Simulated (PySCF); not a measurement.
Isomers of C5H5N3, mass 107.048 u with the commonest isotopes. Computed with CAM-B3LYP/def2-SVPD in PySCF (dipole) on a GFN2-xTB geometry, gas phase. One conformer each, none proved a minimum here; rigid rotors.

Task: Order these by rotational constant C, smallest first.
A. `C#CC1=CN=NN1C`
B. `c1(nn[nH]c1C)C#C`
C. `[CH:1]#[C:2][CH2:3][n:4]1[n:5][cH:6][cH:7][n:8]1` with C2–C3–N4–N5 -89°

Result: B (1284 MHz), A (1330 MHz), C (1366 MHz).

Task: Order these by radius of gyration √(Σ m r²/M), largest first.
A. `n1ncc(C#C)n1C`
B. `[CH:1]#[C:2][CH2:3][n:4]1[n:5][cH:6][cH:7][n:8]1` with C2–C3–N4–N5 -89°
C. `C#Cc1nn[nH]c1C`

Result: B (1.953 Å), C (1.922 Å), A (1.888 Å).

Task: Order these by dipole moment, largest first.
A. `[CH:1]#[C:2][CH2:3][n:4]1[n:5][cH:6][cH:7][n:8]1` with C2–C3–N4–N5 -89°
B. `c1(C#C)n(nnc1)C`
C. `Cc1c[nH]nc1C#N`
D. `C#CC1=C(C)NN=N1`
E. `C#Cc1n(C)cnn1`

Result: C (6.43 D), E (6.12 D), D (5.16 D), B (4.45 D), A (0.17 D).

```tsv
SMILES	point group	Ia (u·Å²)	Ib (u·Å²)	Ic (u·Å²)	κ	μa (D)	μb (D)	μc (D)
C#Cc1cnnn1C	–	128.60	254.55	379.97	-0.50	4.06	1.82	0.02
C#Cc1nn[nH]c1C	near Cs	140.69	256.15	393.70	-0.40	1.05	5.05	0.00
C#Cc1nncn1C	near Cs	132.49	247.73	377.04	-0.43	1.78	5.85	0.00
C#CCn1nccn1	Cs	89.87	356.96	369.96	-0.98	0.02	0.00	0.17
Cc1c[nH]nc1C#N	Cs	143.48	251.38	391.74	-0.35	6.23	1.60	0.00
```
